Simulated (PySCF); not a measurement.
# Spectroscopy problems

PySCF 2.14 calculation with shielding tensors at PBE0/pcSseg-1 (GIAO) and structure optimised with GFN2-xTB; non-relativistic, fast rotation and ring inversion assumed for equivalent nuclei, one computed conformer, no solvent model.

Chemical shifts δ = σref − σ; ¹H (31.72 ppm), ¹³C (186.93 ppm) against TMS, all at this level. Splittings of carbon signals by F and P are missing where no couplings were computed. Where no couplings were computed, multiplicities follow the n + 1 count of equivalent neighbours, and m marks all less simple cases (inequivalent or close neighbours, rings, F or P nearby). Shifts are as computed. Against solution values, carbons near 30 ppm lie about +3 ppm off and those near 130 ppm about +5 ppm. Of 1211 compounds with measured shifts, 218 miss one by over three times the rms of a fit or turn the order of signals round; such compounds aren't used in these exercises.

Question: C$_{5}$H$_{12}$FPSi. ¹H NMR (400 MHz, computed): δ 9.31 (m, 1H), 1.19 (m, 2H), 0.11 (s, 9H). ¹³C{¹H} NMR (computed): δ 223.2 (CH), 14.0 (CH2), -1.4 (CH3). What is it?

Answer: SMILES C[Si](C)(C)C/P=C/F. 3 carbon signals for 5 carbons: some carbons are equivalent by symmetry or fast rotation. Carbon types of the structure: 1 × CH, 1 × CH2, 3 × CH3, which accounts for all hydrogens. δC 223.2: carbon double-bonded to a heavier main-group atom. δC -1.4: methyl carbon bonded to Si; an electropositive neighbour leaves it electron-rich and shielded. δH 9.31: hydrogen on a carbon double-bonded to a heavier main-group atom. δH 0.11: hydrogen on a methyl carbon bonded to Si; an electropositive neighbour shields it, as in TMS itself.

This is the structure that produced the data.

Question: C$_{5}$H$_{15}$N$_{2}$PSi. ¹H NMR (300 MHz, computed): δ 4.28 (m, 2H), 3.02 (m, 4H), 2.65 (m, 6H), 0.13 (m, 3H). ¹³C{¹H} NMR (computed): δ 58.7, 37.4, -10.0. Identify the compound.

Answer: `C[SiH2]P1N(C)CCN1C`. 3 carbon signals for 5 carbons: some carbons are equivalent by symmetry or fast rotation. Carbon types of the structure: 2 × CH2, 3 × CH3, leaving 2 H on heteroatoms. δC 37.4: methyl carbon bonded to N; pulled downfield by the heteroatom. δC -10.0: methyl carbon bonded to Si; an electropositive neighbour leaves it electron-rich and shielded. δH 3.02: hydrogen on an sp3 CH2 bonded to N; its carbon carries N, which withdraws density. δH 2.65: hydrogen on a methyl carbon bonded to N; its carbon carries N, hence the downfield position.

The data come from this structure; uniqueness wasn't tested.
